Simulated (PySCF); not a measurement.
Simulated C 1s region for `CB(C)C(F)(F)F` (BMe2(CF3)), binding energy against the vacuum level.

Every computed line was given a Gaussian of 0.7 eV full width at half maximum and an area set by the number of equivalent atoms; the highest printed point is 100. Computed, not measured: PySCF, delta-SCF UKS SCAN, pcX-2 on the ionised atom, pcseg-1 elsewhere, spin-free X2C.

binding energy (eV), intensity and a bar:
```
    289.8          1 
    290.0          7 ##
    290.2         27 ########
    290.4         65 ####################
    290.6        100 ##############################
    290.8         97 #############################
    291.0         60 ##################
    291.2         24 #######
    291.4          6 ##
    291.6          1 
    291.8          0 
    292.0          0 
    292.2          0 
    292.4          0 
    292.6          0 
    292.8          0 
    293.0          0 
    293.2          0 
    293.4          0 
    293.6          0 
    293.8          0 
    294.0          0 
    294.2          0 
    294.4          0 
    294.6          0 
    294.8          0 
    295.0          0 
    295.2          0 
    295.4          0 
    295.6          0 
    295.8          0 
    296.0          0 
    296.2          0 
    296.4          1 
    296.6          3 #
    296.8         13 ####
    297.0         32 #########
    297.2         49 ###############
    297.4         49 ###############
    297.6         31 #########
    297.8         13 ####
    298.0          3 #
    298.2          1
```

Count the maxima, the lines and the sites behind this envelope.

The curve has 2 maxima (at 290.7 and 297.3 eV). Under it lie 2 lines from 2 inequivalent carbon sites.

Decompose the envelope and assign each component. Bonds: B1–C2, B1–C6, B1–C10, C10–F11, C10–F12, C10–F13. Hydrogens: H3, H4, H5 on C2; H7, H8, H9 on C6.

```json
{"position (eV)": "290.69", "relative area": "2", "line": "C 1s", "atoms": "C2/C6", "environment": "carbon bonded to B and 3 H"}
{"position (eV)": "297.30", "relative area": "1", "line": "C 1s", "atoms": "C10", "environment": "carbon bonded to B and 3 F"}
```

Lowest listed C 1s: C2/C6, bonded to 3 H and B. Highest, 6.61 eV above it: C10, bonded to 3 F and B.

No satellites, vibrations or lifetime broadening are included. One atom of each set of topologically equivalent atoms was ionised and stands for the set; in this conformer not all members are related by symmetry, and their own values weren't computed. Isolated species at its PBE0-D3(BJ)/def2-SVP geometry, gas phase.

The run took 23 s of wall time on an Arm Neoverse V2 with one thread, no GPU, on a shared host, and the process peaked at 0.56 GiB of memory.
